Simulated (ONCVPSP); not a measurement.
# Varying the ONCV potential for Lu (Z = 71)

Base potential:

```
Element                 : lutetium
Generator               : ONCVPSP 4.0.1
Type                    : optimised norm-conserving Vanderbilt (ONCV)
Functional              : PBE
Relativity              : scalar-relativistic
Frozen core             : [Kr] 4d10
Valence charge          : 25
Reference configuration : 4f13.5 5s2 5p6 5d1.5 6s2
Partial waves           : 5s+6s: rc 2.15 bohr, ncon 4, nbas 9, qcut 7.4 1/bohr, 2 projectors; 5p: rc 2.30 bohr, ncon 3, nbas 6, qcut 5.2 1/bohr, 2 projectors, debl 2.8 Ha; 5d: rc 2.50 bohr, ncon 4, nbas 9, qcut 7.3 1/bohr, 1 projector; 4f: rc 0.65 bohr, ncon 4, nbas 9, qcut 29.4 1/bohr, local
Local potential         : the f channel
Core correction         : Teter function, fcfact 1.75, rcfact 1.05
```

Cutoffs, loose and tight: the cutoffs (Ha) at which the residual kinetic energy of the hardest occupied pseudo-wave falls to 1 and 0.1 mHa per electron. They do not see the model core or the augmentation charge, which bear on the density cutoff. Test errors are all-electron minus pseudo excitation energies from the reference, over the configurations 4f14 5s2 5p6 5d1 6s2; 4f14 5s2 5p6 5d1 6s1; 4f14 5s2 5p6 5d1 6s0; 4f14 5s2 5p6 5d2 6s1. A dash means not determined; rows that change the core or the reference have their own tests.

A true bound ghost makes a file unfit for plane-wave use even where its test errors are small: the radial tests pick states by their node count and pass the ghost by.

```csv
change,outcome,"cutoff, loose","cutoff, tight",bound ghosts,GHOST(+) flags above zero,largest test error (meV)
base,generated,324 Ha,361 Ha,"s, p, d",none,-46
"all radii but the core radius scaled by about 0.77 (s 1.66, p 1.78, d 1.94, f 0.50 bohr)",generated,392 Ha,530 Ha,"s, p, d",none,-75
"all radii but the core radius scaled by about 0.88 (s 1.90, p 2.04, d 2.20, f 0.58 bohr)",generated,353 Ha,389 Ha,"s, p, d",p,-54
"all radii but the core radius scaled by about 1.10 (s 2.36, p 2.54, d 2.76, f 0.72 bohr)",generated,301 Ha,337 Ha,"s, p, d",p,-47
"all radii but the core radius scaled by about 1.17 (s 2.52, p 2.70, d 2.94, f 0.76 bohr)",generated,282 Ha,317 Ha,"s, p, d",none,-55
"all radii but the core radius scaled by about 1.24 (s 2.66, p 2.86, d 3.10, f 0.80 bohr)","generated, projector energies reset by the program",243 Ha,267 Ha,"s, p, d",p,4 of 4 tests not solved or not reliable
"all radii but the core radius scaled by about 1.33 (s 2.86, p 3.06, d 3.32, f 0.86 bohr)","failed: ERROR pspot: first pseudo wave function has node, program will stop",–,–,–,–,–
```

(1) What comes out with this change to the base: all radii but the core radius scaled by about 0.92 (s 1.98, p 2.10, d 2.30, f 0.60 bohr)?

Results:

(1) outcome: generated; cutoff, loose: 346 Ha; cutoff, tight: 384 Ha; bound ghosts: s, p, d; GHOST(+) flags above zero: p; largest test error (meV): -51.

Reading the sweep of the scale of all radii but the core radius (base = 1) (base included, trends over the rows without a ghost): Bound ghosts are found at 0.77, 0.88, 0.92, 1, 1.1, 1.17, 1.24. Every judged row has one, so this setting neither creates nor removes them. The generation fails at 1.33.
